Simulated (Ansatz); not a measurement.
Geometry optimisation, Ansatz 0.2.0, RKS PBE-D4/def2-SVP.

The input (input.yaml):

```yaml
crystal:
  periodic: [false, false, false]
  atoms:
    - { symbol: "N", position_ang: [-0.3884, 1.7113, 1.7194] }
    - { symbol: C, position_ang: [-0.6715, 0.8514, 0.5833] }
    - { symbol: C, position_ang: [0.2732, -0.3185, 0.636] }
    - { symbol: Si, position_ang: [0.1755, -1.5819, -0.7039] }
    - { symbol: "N", position_ang: [0.6011, -0.9931, -2.2235] }
    - { symbol: H, position_ang: [-1.0709, 2.5681, 1.641] }
    - { symbol: H, position_ang: [0.5337, 2.1406, 1.6647] }
    - { symbol: H, position_ang: [-1.6657, 0.5169, 0.6179] }
    - { symbol: H, position_ang: [-0.5432, 1.4267, -0.3111] }
    - { symbol: H, position_ang: [1.3401, 0.0532, 0.6494] }
    - { symbol: H, position_ang: [0.174, -0.8329, 1.6333] }
    - { symbol: H, position_ang: [-1.2966, -1.9767, -0.8242] }
    - { symbol: H, position_ang: [0.9023, -2.7433, -0.4444] }
    - { symbol: H, position_ang: [0.0394, -0.1482, -2.4417] }
    - { symbol: H, position_ang: [1.5751, -0.7246, -2.1669] }
basis:
  gaussian: { orbitals: def2-SVP }
hamiltonian:
  xc: pbe
  dispersion: d4
relax:
  f_tol: 0.015
  max_steps: 40
```

Command:

```bash
$ ansatz run input.yaml --threads 2 --pin off --max-ram 3072MiB --backend cpu --events-out ev --progress --plain --runs-dir out
```

Q: Where does it end, and by what steps?

A: It converged. The force dipped under the threshold on the way, but the program's further checks kept it going. After 8 steps the energy has fallen by 0.673 eV; H14 moved furthest, 0.35 Å.

```json
{"step": "0", "energy less start (eV)": "0.0000", "largest force component (eV/Å)": "2.969", "accepted": "yes"}
{"step": "1", "energy less start (eV)": "-0.5623", "largest force component (eV/Å)": "0.995", "accepted": "yes"}
{"step": "2", "energy less start (eV)": "-0.6568", "largest force component (eV/Å)": "0.226", "accepted": "yes"}
{"step": "3", "energy less start (eV)": "-0.6647", "largest force component (eV/Å)": "0.150", "accepted": "yes"}
{"step": "4", "energy less start (eV)": "-0.6712", "largest force component (eV/Å)": "0.051", "accepted": "yes"}
{"step": "5", "energy less start (eV)": "-0.6300", "largest force component (eV/Å)": "0.549", "accepted": "no"}
{"step": "6", "energy less start (eV)": "-0.6729", "largest force component (eV/Å)": "0.027", "accepted": "yes"}
{"step": "7", "energy less start (eV)": "-0.6732", "largest force component (eV/Å)": "0.008", "accepted": "yes"}
{"step": "8", "energy less start (eV)": "-0.6733", "largest force component (eV/Å)": "0.014", "accepted": "yes"}
```

```xyz
15
Properties=species:S:1:pos:R:3
N -0.492 1.777 1.782
C -0.583 0.915 0.604
C 0.290 -0.332 0.755
Si 0.153 -1.566 -0.683
N 0.550 -0.959 -2.277
H -1.074 2.614 1.652
H 0.473 2.124 1.876
H -1.647 0.605 0.493
H -0.315 1.416 -0.366
H 1.361 -0.035 0.852
H 0.032 -0.853 1.704
H -1.271 -2.054 -0.763
H 1.083 -2.717 -0.399
H -0.098 -0.307 -2.728
H 1.515 -0.681 -2.473
```

Whether the end is a true minimum wasn't checked by a vibrational analysis.

Time of the run: 19 s on 2 threads of AMD EPYC 7R13 Processor (Zen 3), on a shared host, peak memory 0.18 GiB.
